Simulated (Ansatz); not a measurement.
All numbers were calculated with Ansatz.

Basis-set series for C₂H₆BBrO₂, SMILES `COB(Br)OC`. The species carries charge 0 and has multiplicity 1. The structure was optimised at the PBE0-D4/def2-TZVP level. It is one conformer, not always the lowest.

```tsv
functional	basis	functions	energy (Eh)	HOMO (eV)	LUMO (eV)
PBE0-D4	def2-SVP	132	-2828.31925	-8.03	1.01
PBE0-D4	def2-TZVPP	287	-2828.92065	-8.21	0.76
ωB97M-V	def2-SVP	132	-2828.65445	-10.27	3.06
ωB97M-V	def2-TZVPP	287	-2829.26407	-10.47	2.16
```

(1) Give the rows for def2-QZVPP. (An estimate is asked.)

Answers

(1) The calculation gave: 
```csv
functional,basis,functions,energy (Eh),HOMO (eV),LUMO (eV)
PBE0-D4,def2-QZVPP,554,-2828.98767,-8.23,0.54
ωB97M-V,def2-QZVPP,554,-2829.32857,-10.49,1.63
```

Positive LUMOs are unbound and depend on the basis. Scalar relativity is left out up to krypton.
